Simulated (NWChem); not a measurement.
System: CAlF5; SMILES [F][Al]([F])[C](F)(F)F

Here is an NWChem input.

```
start job
memory heap 200 mb stack 900 mb global 1100 mb
geometry units angstroms noautosym nocenter noautoz
  Al    -0.002958    -1.008586     0.018882
  C     -0.002483     0.994642    -0.035843
  F     -1.136709     1.498789    -0.541277
  F      1.008756     1.484197    -0.768596
  F      0.132843     1.499092     1.205801
  F     -1.427410    -1.836345     0.055043
  F      1.428536    -1.824046     0.057459
end
basis spherical
  * library 6-31g*
end
dft
  xc b3lyp
  iterations 150
end
property
  efieldgrad
end
task dft property
```

Structure relaxed at the PBE0/def2-SVP level.

Vzz is the largest principal value of the second derivative of the potential at the nucleus (NWChem prints the opposite sign); η is the asymmetry. Non-relativistic.

Atoms are numbered as in the input.

Question: Predict the main results of this run. (B3LYP/6-31G* (spherical d).) Quantities: Vzz Al1 (a.u.); η Al1.

Answer: 
```yaml
Vzz Al1 (a.u.): 0.873
"η Al1": 0.12
```
